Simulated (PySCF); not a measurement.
2-methylidenethietane (C4H6S), SMILES C=C1SCC1. Atoms are numbered in the order given.

```xyz
11

C     -0.0825    -2.0986     0.0000
C      0.1029    -0.7782     0.0000
C      1.3450     0.0929     0.0000
C      0.5905     1.4448     0.0000
S     -1.0538     0.5836     0.0000
H      0.7772    -2.7743     0.0000
H     -1.0814    -2.5409     0.0000
H      1.9765    -0.0565    -0.8905
H      1.9765    -0.0565     0.8905
H      0.7383     2.0621    -0.8969
H      0.7383     2.0621     0.8969
```
Charge 0, spin multiplicity 1.

Geometry optimised at B3LYP-D3(BJ)/def2-SVP.

Two levels are set side by side: PBE/pcSseg-1 (PySCF) and KT2/pcSseg-1 (PySCF). GIAO shifts against H2S (³³S), TMS (¹H), TMS (¹³C) at the same level; non-relativistic, no solvent, atoms listed together averaged. Differences are taken from unrounded values.

| quantity | KT2 |
|---|---|
| δ(¹³C) of C1 (ppm) | 102.9 |
| δ(¹³C) of C2 (ppm) | 148.0 |
| δ(¹³C) of C3 (ppm) | 44.9 |
| δ(¹³C) of C4 (ppm) | 30.1 |
| δ(³³S) of S5 (ppm) | 405.1 |
| δ(¹H) of H8, H9 (ppm) | 3.82 |
| δ(¹H) of H10, H11 (ppm) | 3.34 |

**Question.** What does PBE give, and how far is it from KT2? (Estimate from the structure and the level; the computed values follow.)

**Answer.** 
```tsv
quantity	PBE	PBE minus KT2
δ(¹³C) of C1 (ppm)	108.5	5.6
δ(¹³C) of C2 (ppm)	156.4	8.5
δ(¹³C) of C3 (ppm)	43.3	-1.6
δ(¹³C) of C4 (ppm)	30.4	0.3
δ(³³S) of S5 (ppm)	412.5	7.4
δ(¹H) of H8, H9 (ppm)	3.68	-0.14
δ(¹H) of H10, H11 (ppm)	3.31	-0.03
```

Rough cost on one machine, each run with all the roots and properties that it gave: KT2 against PBE within a factor of 2.
